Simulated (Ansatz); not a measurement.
InH2Me (CH₅In). The state is a singlet with charge 0. Geometry PBE0-D4/def2-TZVP.

| atom | x (Å) | y (Å) | z (Å) |
| --- | --- | --- | --- |
| In1 | -1.050 | 0.398 | -0.219 |
| H2 | -1.373 | 1.224 | -1.705 |
| H3 | -2.338 | 0.155 | 0.912 |
| C4 | 0.929 | -0.337 | 0.205 |
| H5 | 1.049 | -1.323 | -0.253 |
| H6 | 1.093 | -0.439 | 1.278 |
| H7 | 1.689 | 0.321 | -0.218 |

In the def2 sets In takes a core potential; there is no spin–orbit coupling. B3LYP takes the VWN-RPA correlation.

(1) Estimate the orbital energies around the gap (eV) in Ansatz with PBE-D4/def2-TZVP, BLYP-D4/def2-TZVP, r2SCAN-D4/def2-TZVP, B3LYP-D4/def2-TZVP, PBE0-D4/def2-SVP.

Results:

(1) 
```csv
orbital,PBE-D4/def2-TZVP,BLYP-D4/def2-TZVP,r2SCAN-D4/def2-TZVP,B3LYP-D4/def2-TZVP,PBE0-D4/def2-SVP
HOMO−5,-16.41,-16.25,-17.24,-18.24,-18.50
HOMO−4,-10.13,-10.03,-10.45,-11.28,-11.47
HOMO−3,-9.58,-9.49,-9.94,-10.86,-11.03
HOMO−2,-9.54,-9.45,-9.89,-10.80,-10.96
HOMO−1,-6.69,-6.61,-6.99,-7.71,-7.83
HOMO,-6.42,-6.29,-6.65,-7.36,-7.54
LUMO,-2.28,-2.27,-1.96,-1.84,-1.50
LUMO+1,-0.56,-0.58,-0.12,-0.11,0.64
LUMO+2,0.48,0.48,1.09,0.92,1.64
LUMO+3,1.05,1.05,2.20,1.29,2.43
LUMO+4,1.45,1.44,2.39,1.80,3.09
LUMO+5,1.64,1.63,2.48,1.94,3.83
```
